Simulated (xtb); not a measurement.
xtb input (GFN2-xTB):

```bash
xtb mol.xyz --gfn 2 --sp --chrg 0 --uhf 0
```
mol.xyz:
```
6

B      0.06851465    -0.41578008    -0.07649242
Cl    -0.21456751     1.30209956     0.23955152
O      1.36495875    -0.81329309    -0.18437089
O     -1.03192754    -1.20770161    -0.18743813
H      1.50716200    -1.74913713    -0.35620216
H     -0.86633733    -2.13969732    -0.35923947
```

End of the output:

```
         :::::::::::::::::::::::::::::::::::::::::::::::::::::
         ::                     SUMMARY                     ::
         :::::::::::::::::::::::::::::::::::::::::::::::::::::
         :: total energy             -15.047099435417 Eh    ::
         :: gradient norm              0.024931263523 Eh/a0 ::
         :: HOMO-LUMO gap              6.103553708619 eV    ::
         ::.................................................::
         :: SCC energy               -15.111014212210 Eh    ::
         :: -> isotropic ES            0.088915310984 Eh    ::
         :: -> anisotropic ES         -0.000233264613 Eh    ::
         :: -> anisotropic XC         -0.003354391454 Eh    ::
         :: -> dispersion             -0.002392843607 Eh    ::
         :: repulsion energy           0.063914776793 Eh    ::
         :: add. restraining           0.000000000000 Eh    ::
         :: total charge               0.000000000000 e     ::
         :::::::::::::::::::::::::::::::::::::::::::::::::::::

           -------------------------------------------------
          |                Property Printout                |
           -------------------------------------------------

    * Orbital Energies and Occupations

         #    Occupation            Energy/Eh            Energy/eV
      -------------------------------------------------------------
         1        2.0000           -1.0349813             -28.1633
         2        2.0000           -0.7303223             -19.8731
         3        2.0000           -0.7250346             -19.7292
         4        2.0000           -0.6281994             -17.0942
         5        2.0000           -0.6194834             -16.8570
         6        2.0000           -0.5714284             -15.5494
         7        2.0000           -0.5498351             -14.9618
         8        2.0000           -0.5036803             -13.7058
         9        2.0000           -0.4966942             -13.5157
        10        2.0000           -0.4714935             -12.8300
        11        2.0000           -0.4241796             -11.5425
Note: The following floating-point exceptions are signalling: IEEE_UNDERFLOW_FLAG IEEE_DENORMAL
normal termination of xtb
        12        2.0000           -0.4168662             -11.3435 (HOMO)
        13                         -0.1925648              -5.2400 (LUMO)
        14                         -0.0658987              -1.7932
        15                          0.0269257               0.7327
        16                          0.0370386               1.0079
        17                          0.0372296               1.0131
        18                          0.0502909               1.3685
        19                          0.0641737               1.7463
        20                          0.1137991               3.0966
        21                          0.2734788               7.4417
        22                          0.3155894               8.5876
        23                          0.5502250              14.9724
      -------------------------------------------------------------
                  HL-Gap            0.2243015 Eh            6.1036 eV
             Fermi-level           -0.3047155 Eh           -8.2917 eV

     #   Z          covCN         q      C6AA      α(0)
     1   5 B        2.396     0.538    18.259     7.902
     2  17 Cl       0.832    -0.251   107.048    15.828
     3   8 O        1.598    -0.459    22.063     6.339
     4   8 O        1.598    -0.459    22.063     6.339
     5   1 H        0.805     0.316     0.675     1.291
     6   1 H        0.805     0.316     0.675     1.291

 Mol. C6AA /au·bohr⁶  :        651.220058
 Mol. C8AA /au·bohr⁸  :      19879.501781
 Mol. α(0) /au        :         38.989629

Wiberg/Mayer (AO) data.
largest (>0.10) Wiberg bond orders for each atom

 ---------------------------------------------------------------------------
     #   Z sym  total        # sym  WBO       # sym  WBO       # sym  WBO
 ---------------------------------------------------------------------------
     1   5 B    3.375 --     3 O    1.183     4 O    1.183     2 Cl   0.999
     2  17 Cl   1.109 --     1 B    0.999
     3   8 O    2.169 --     1 B    1.183     5 H    0.876
     4   8 O    2.169 --     1 B    1.183     6 H    0.876
     5   1 H    0.900 --     3 O    0.876
     6   1 H    0.900 --     4 O    0.876
 ---------------------------------------------------------------------------

Topologies differ in total number of bonds
Writing topology from bond orders to xtbtopo.mol

molecular dipole:
                 x           y           z       tot (Debye)
 q only:        0.265      -1.608      -0.296
   full:        0.352      -2.134      -0.393       5.587
molecular quadrupole (traceless):
                xx          xy          yy          xz          yz          zz
 q only:       -3.467      -1.365       4.595      -0.184       1.101      -1.128
  q+dip:       -4.627      -1.649       5.117      -0.185       1.088      -0.489
   full:       -5.294      -1.842       5.588      -0.195       1.145      -0.294

           -------------------------------------------------
          | TOTAL ENERGY              -15.047099435417 Eh   |
          | GRADIENT NORM               0.024931263523 Eh/α |
          | HOMO-LUMO GAP               6.103553708619 eV   |
           -------------------------------------------------

------------------------------------------------------------------------
------------------------------------------------------------------------
 total:
 SCF:
```
